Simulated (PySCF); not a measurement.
C6H4NS (charge +1).
SMILES: `N#Cc1cccc[s+]1`

The closed-shell SCF was solved with PySCF and density fitting under several settings on one GFN2-xTB geometry (grid level 2 and gas phase unless stated).

```
                       settings  basis functions  SCF cycles     E (Eh)  HOMO (eV)  LUMO (eV)
                  PBE0/pcSseg-1              163          15  -683.1338     -13.72      -8.78
            CAM-B3LYP/def2-SVPD              199          14  -683.1950     -14.86      -7.69
OLYP/STO-3G, level shift 0.2 Eh               48          15  -675.8180     -11.37      -7.79
                 BLYP/6-31++G**              172          16  -683.5592     -12.36      -9.17
```

Problem. Estimate the row for these settings: mPW1PW91/pcSseg-1.

Solution. 
```
         settings  basis functions  SCF cycles     E (Eh)  HOMO (eV)  LUMO (eV)
mPW1PW91/pcSseg-1              163          15  -683.5569     -13.74      -8.80
```

Problem. Over all rows, what range does the HOMO–LUMO gap span?

Solution. From 3.19 eV (BLYP/6-31++G**) to 7.17 eV (CAM-B3LYP/def2-SVPD). The functional of the narrowest has no exact exchange, that of the widest range-separated exact exchange.

Cycle counts include a coarse-grid stage where the run had one. All basis functions are spherical, in the Pople sets too.
